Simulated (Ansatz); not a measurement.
Z-matrix (Å, degrees):
```
Ti
F 1 1.753
F 1 1.751 2 109.0
O 1 1.759 2 111.7 3 125.1
Se 1 2.422 2 110.4 3 -120.0
H 4 0.958 1 141.5 2 -142.5
H 5 1.473 1 89.5 2 62.4
```

Total charge 0; spin multiplicity 1.

(1) List the PBE0/def2-TZVPP orbital energies in eV (Ansatz 0.2.0). (An estimate is asked.)

Results:

(1) Computed: Occupied: -12361.64, -4876.52, -1584.45, -1421.48, -1421.44, -1421.42, -674.09, -673.92, -547.00, -523.87, -456.65, -456.63, -456.61, -214.86, -158.44, -158.31, -158.24, -68.18, -58.43, -58.39, -58.33, -58.22, -58.22, -43.93, -43.86, -43.48, -32.33, -32.07, -28.27, -19.42, -15.23, -13.24, -13.08, -12.68, -12.56, -12.39, -11.94, -11.27, -10.79, -10.57, -8.71, -7.48. Lowest empty: -2.57, -2.52, -1.93, -1.42, -1.07, -0.34, 0.60, 1.40.
